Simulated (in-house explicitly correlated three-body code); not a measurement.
Computed with an exponentially correlated three-body code. Model: two electrons around a point charge, non-relativistic, variational in 260 exponentially correlated functions (energies converged to about 1e-7 hartree, or 1e-8 relative for large Z).

For this charge the correlation energy is taken as exact minus Hartree-Fock, from which it differs by microhartrees, and the kinetic parts follow from it.

For two electrons in a singlet the Kohn-Sham orbital is the square root of half the density, so the exact Kohn-Sham potential and energy parts follow from the density alone, and exchange is minus half the Hartree energy. The Kohn-Sham level equals minus the binding energy of the second electron.

Command:
```bash
python run_hyl.py task.json out
```
Settings (lengths in bohr, energies in hartree):
```
Z                      6.6
interaction_strength   1
functions              260
states_tried           13
```

Cost of the run: 59 s on 1 thread of Intel(R) Xeon(R) Platinum 8175M CPU @ 2.50GHz (Skylake/Cascade Lake) (shared host).

**Those bound S and P states to n = 4 that converged, binding against the one-electron ion.**

Given: nuclear charge 6.6.

Computed: one-electron threshold -21.78 hartree.

```json
{"term": "1 1S", "energy (hartree)": "-39.5913727", "binding (eV)": "484.67", "quantum defect": "0.061738"}
{"term": "2 3S", "energy (hartree)": "-26.0329055", "binding (eV)": "115.73", "quantum defect": "0.079872"}
{"term": "2 3P", "energy (hartree)": "-25.8109661", "binding (eV)": "109.69", "quantum defect": "0.027721"}
{"term": "2 1S", "energy (hartree)": "?", "binding (eV)": "?", "quantum defect": "?"}
{"term": "2 1P", "energy (hartree)": "-25.6628268", "binding (eV)": "105.66", "quantum defect": "-0.0095509"}
{"term": "3 3S", "energy (hartree)": "-23.6141306", "binding (eV)": "49.909", "quantum defect": "0.076131"}
{"term": "3 1S", "energy (hartree)": "-23.5546345", "binding (eV)": "48.29", "quantum defect": "0.027523"}
{"term": "3 3P", "energy (hartree)": "?", "binding (eV)": "?", "quantum defect": "?"}
{"term": "3 1P", "energy (hartree)": "-23.5125267", "binding (eV)": "47.144", "quantum defect": "-0.0083826"}
{"term": "4 3S", "energy (hartree)": "-22.7977992", "binding (eV)": "27.696", "quantum defect": "0.074979"}
{"term": "4 1S", "energy (hartree)": "-22.7737249", "binding (eV)": "27.041", "quantum defect": "0.027719"}
{"term": "4 3P", "energy (hartree)": "-22.7732855", "binding (eV)": "27.029", "quantum defect": "0.026841"}
{"term": "4 1P", "energy (hartree)": "-22.7561155", "binding (eV)": "26.561", "quantum defect": "-0.0079511"}
```

(1) What belongs in the row 2 1S?

(2) What belongs in the row 3 3P?

**Exact Kohn-Sham parts of the ground state from its density.**

Computed: total energy -39.5913727 hartree; Kohn-Sham kinetic 39.548 hartree; Hartree energy 7.8044 hartree; exchange energy -3.9022 hartree; kinetic part of the DFT correlation energy 0.043489 hartree; potential part of the DFT correlation energy -0.088687 hartree; exact minus restricted Hartree-Fock -0.045198 hartree; dipole polarisability 0.0059736 bohr³; C6 of two such species 0.00043823 hartree·bohr⁶.

(3) What is the restricted Hartree-Fock level?

(4) What is the Kohn-Sham level?

**Functionals on the exact density and self-consistent, errors are functional minus exact, hybrids only self-consistent, a dash where a self-consistent run leaves the top level unbound.**

```json
{"result": "TPSS", "exchange error (millihartree)": "-3.7289", "correlation error (millihartree)": "-3.0778", "functional driven error (millihartree)": "-6.8067", "density driven error (millihartree)": "-0.35052", "self consistent total error (millihartree)": "-7.1572", "top level plus exact binding (eV)": "35.331"}
{"result": "M06-L", "exchange error (millihartree)": "-43.865", "correlation error (millihartree)": "-10.293", "functional driven error (millihartree)": "-54.158", "density driven error (millihartree)": "-2.3313", "self consistent total error (millihartree)": "-56.489", "top level plus exact binding (eV)": "33.613"}
{"result": "wB97X", "exchange error (millihartree)": "-", "correlation error (millihartree)": "-", "functional driven error (millihartree)": "-", "density driven error (millihartree)": "-", "self consistent total error (millihartree)": "?", "top level plus exact binding (eV)": "?"}
{"result": "HSE06", "exchange error (millihartree)": "-", "correlation error (millihartree)": "-", "functional driven error (millihartree)": "-", "density driven error (millihartree)": "-", "self consistent total error (millihartree)": "47.652", "top level plus exact binding (eV)": "28.814"}
{"result": "PBE0", "exchange error (millihartree)": "-", "correlation error (millihartree)": "-", "functional driven error (millihartree)": "-", "density driven error (millihartree)": "-", "self consistent total error (millihartree)": "52.219", "top level plus exact binding (eV)": "28.426"}
{"result": "r2SCAN", "exchange error (millihartree)": "-4.1473", "correlation error (millihartree)": "2.049", "functional driven error (millihartree)": "-2.0983", "density driven error (millihartree)": "-0.31146", "self consistent total error (millihartree)": "-2.4097", "top level plus exact binding (eV)": "34.026"}
{"result": "OLYP", "exchange error (millihartree)": "18.233", "correlation error (millihartree)": "-4.9353", "functional driven error (millihartree)": "13.297", "density driven error (millihartree)": "-1.3886", "self consistent total error (millihartree)": "11.909", "top level plus exact binding (eV)": "37.636"}
{"result": "LDA VWN5", "exchange error (millihartree)": "551.55", "correlation error (millihartree)": "-134.13", "functional driven error (millihartree)": "417.42", "density driven error (millihartree)": "-2.5157", "self consistent total error (millihartree)": "414.91", "top level plus exact binding (eV)": "41.64"}
{"result": "revTPSS", "exchange error (millihartree)": "-3.198", "correlation error (millihartree)": "-5.3042", "functional driven error (millihartree)": "-8.5021", "density driven error (millihartree)": "-0.23024", "self consistent total error (millihartree)": "-8.7324", "top level plus exact binding (eV)": "34.76"}
{"result": "LDA PW92", "exchange error (millihartree)": "551.55", "correlation error (millihartree)": "-133.18", "functional driven error (millihartree)": "418.37", "density driven error (millihartree)": "-2.5179", "self consistent total error (millihartree)": "415.85", "top level plus exact binding (eV)": "41.654"}
{"result": "RPBE", "exchange error (millihartree)": "7.5428", "correlation error (millihartree)": "-2.1714", "functional driven error (millihartree)": "5.3714", "density driven error (millihartree)": "-1.4158", "self consistent total error (millihartree)": "3.9556", "top level plus exact binding (eV)": "37.827"}
{"result": "PBEsol", "exchange error (millihartree)": "240.98", "correlation error (millihartree)": "-15.723", "functional driven error (millihartree)": "225.26", "density driven error (millihartree)": "-1.3769", "self consistent total error (millihartree)": "223.88", "top level plus exact binding (eV)": "40.02"}
{"result": "PBE", "exchange error (millihartree)": "73.43", "correlation error (millihartree)": "-2.1714", "functional driven error (millihartree)": "71.258", "density driven error (millihartree)": "-1.3476", "self consistent total error (millihartree)": "69.911", "top level plus exact binding (eV)": "38.272"}
{"result": "AM05", "exchange error (millihartree)": "?", "correlation error (millihartree)": "?", "functional driven error (millihartree)": "?", "density driven error (millihartree)": "?", "self consistent total error (millihartree)": "?", "top level plus exact binding (eV)": "?"}
{"result": "BP86", "exchange error (millihartree)": "26.426", "correlation error (millihartree)": "-16.941", "functional driven error (millihartree)": "9.4846", "density driven error (millihartree)": "-0.88325", "self consistent total error (millihartree)": "8.6013", "top level plus exact binding (eV)": "37.765"}
{"result": "BLYP", "exchange error (millihartree)": "26.426", "correlation error (millihartree)": "-4.9353", "functional driven error (millihartree)": "21.49", "density driven error (millihartree)": "-1.4713", "self consistent total error (millihartree)": "20.019", "top level plus exact binding (eV)": "37.594"}
{"result": "r2SCAN0", "exchange error (millihartree)": "-", "correlation error (millihartree)": "-", "functional driven error (millihartree)": "-", "density driven error (millihartree)": "-", "self consistent total error (millihartree)": "-1.2224", "top level plus exact binding (eV)": "25.298"}
{"result": "B3LYP VWN-RPA", "exchange error (millihartree)": "-", "correlation error (millihartree)": "-", "functional driven error (millihartree)": "-", "density driven error (millihartree)": "-", "self consistent total error (millihartree)": "24.722", "top level plus exact binding (eV)": "29.858"}
{"result": "PW91", "exchange error (millihartree)": "61.707", "correlation error (millihartree)": "-12.885", "functional driven error (millihartree)": "48.822", "density driven error (millihartree)": "-1.3823", "self consistent total error (millihartree)": "47.439", "top level plus exact binding (eV)": "37.837"}
{"result": "SCAN", "exchange error (millihartree)": "-4.1473", "correlation error (millihartree)": "2.049", "functional driven error (millihartree)": "-2.0983", "density driven error (millihartree)": "-0.31146", "self consistent total error (millihartree)": "-2.4097", "top level plus exact binding (eV)": "34.026"}
```

(5) What belongs in the row wB97X?

(6) What belongs in the row AM05?

**Density and exact potentials over r, pair density (one pair, times 4 pi r12^2) and exact minus Kohn-Sham pair density over r12.**

| radius (bohr) | radial density (electrons/bohr) | exchange potential (hartree) | intracule density (1/bohr) | Coulomb hole against Kohn-Sham (1/bohr) | correlation potential (hartree) |
| --- | --- | --- | --- | --- | --- |
| 0.065 | 3.7462 | -5.8018 | 0.42512 | -0.04553 | -0.014 |
| 0.0754 | 4.405 | -5.6731 | 0.55664 | -0.05502 | -0.007 |
| 0.0875 | 5.0733 | -5.5164 | 0.72228 | -0.06483 | 0 |
| 0.101 | 5.6804 | -5.3365 | 0.91743 | -0.07365 | 0.006 |
| 0.118 | 6.2336 | -5.107 | 1.169 | -0.08091 | 0.013 |
| 0.137 | ? | ? | ? | ? | ? |
| 0.158 | 6.7111 | -4.5783 | 1.7257 | -0.08036 | 0.02 |
| 0.184 | 6.5487 | -4.256 | 2.0208 | -0.06885 | 0.021 |
| 0.213 | 6.0905 | -3.923 | 2.2631 | -0.04957 | 0.02 |
| 0.247 | 5.3493 | -3.5708 | 2.4218 | -0.02359 | 0.018 |
| 0.287 | 4.3873 | -3.2081 | 2.448 | 0.005029 | 0.014 |
| 0.332 | ? | ? | ? | ? | ? |
| 0.386 | 2.3336 | -2.516 | 2.0084 | 0.04374 | 0.006 |
| 0.447 | 1.4796 | -2.203 | 1.59 | 0.04549 | 0.004 |
| 0.519 | 0.82684 | -1.9131 | 1.1173 | 0.03642 | 0.002 |
| 0.602 | 0.40456 | -1.6563 | 0.68755 | 0.02253 | 0.001 |
| 0.698 | 0.16941 | -1.4312 | 0.36195 | 0.0102 | 0.001 |

(7) What belongs in the row 0.137?

(8) What belongs in the row 0.332?

## Answers

(1) energy (hartree): -25.8080646; binding (eV): 109.61; quantum defect: 0.02701.

(2) energy (hartree): -23.554093; binding (eV): 48.276; quantum defect: 0.027069.

(3) -484.96 eV.

(4) -484.67 eV.

(5) self consistent total error (millihartree): -81.079; top level plus exact binding (eV): 27.641.

(6) exchange error (millihartree): 426.21; correlation error (millihartree): -110.33; functional driven error (millihartree): 315.88; density driven error (millihartree): -1.692; self consistent total error (millihartree): 314.19; top level plus exact binding (eV): 41.16.

(7) radial density (electrons/bohr): 6.5911; exchange potential (hartree): -4.8522; intracule density (1/bohr): 1.4444; Coulomb hole against Kohn-Sham (1/bohr): -0.08363; correlation potential (hartree): 0.018.

(8) radial density (electrons/bohr): 3.3607; exchange potential (hartree): -2.8606; intracule density (1/bohr): 2.3134; Coulomb hole against Kohn-Sham (1/bohr): 0.02898; correlation potential (hartree): 0.01.

The density-driven part is never positive, since each functional's own density lowers its energy. Here it is small beside the functional-driven part (median ratio 0.043), the normal case.
